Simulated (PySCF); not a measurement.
C3H3N2, doublet (typed; the unrestricted solution is spin-contaminated), geometry from GFN2-xTB. Base run: PySCF with DF-HF/pcseg-1.

The PySCF input:
```python
from pyscf import gto, scf

mol = gto.Mole()
mol.atom = '''
    C     0.27236014   -1.00195734    0.56516932
    C     1.19099687   -0.19044326   -0.01759859
    N     0.51940717    0.85249222   -0.56329251
    C    -0.75970702    0.68408123   -0.32290162
    N    -0.96357796   -0.45087572    0.37351811
    H     2.25307636   -0.28200407   -0.07977545
    H    -1.53106846    1.35703366   -0.63791490
    H    -1.83471236   -0.83642890    0.69809648
'''
mol.basis = 'pcseg-1'
mol.spin = 1
mol.verbose = 3
mol.build()

mf = scf.UHF(mol)
mf = mf.density_fit(auxbasis='def2-universal-jkfit')
mf.kernel()
mf.analyze()
```

Variants of this job, named by their change:

| change | basis functions | E (Eh) | HOMO (eV) | dipole (D) |
|---|---|---|---|---|
| base | 85 | -224.09220 | -8.87 | 3.45 |
| basis = 3-21G | 51 | -222.88841 | -8.86 | 3.47 |
| basis = LANL2DZ | 51 | -224.07641 | -9.12 | 3.70 |
| basis = pcseg-0 | 51 | -223.49198 | -9.15 | 3.58 |
| basis = 6-31G | 51 | -224.04848 | -8.95 | 3.56 |
| basis = 6-31G* | 76 | -224.15341 | -8.63 | 3.35 |
| basis = cc-pVDZ | 85 | -224.17560 | -8.66 | 3.28 |
| basis = 6-31G** | 85 | -224.16163 | -8.63 | 3.35 |
| basis = 6-311G** | 108 | -224.20745 | -8.73 | 3.34 |
| basis = aug-pcseg-1 | 142 | -224.10740 | -8.78 | 3.33 |
| basis = def2-TZVP | 173 | -224.24023 | -8.78 | 3.33 |
| basis = pcseg-2 | 192 | -224.22788 | -8.81 | 3.37 |
| basis = def2-TZVPD | 212 | -224.24131 | -8.81 | 3.29 |

Totals compare only among sets that treat the same electrons; sets with core potentials leave the core out.

Open shells are given as the SCF converged; they aren't shown to be the lowest states, and a large step between rows can be another state.
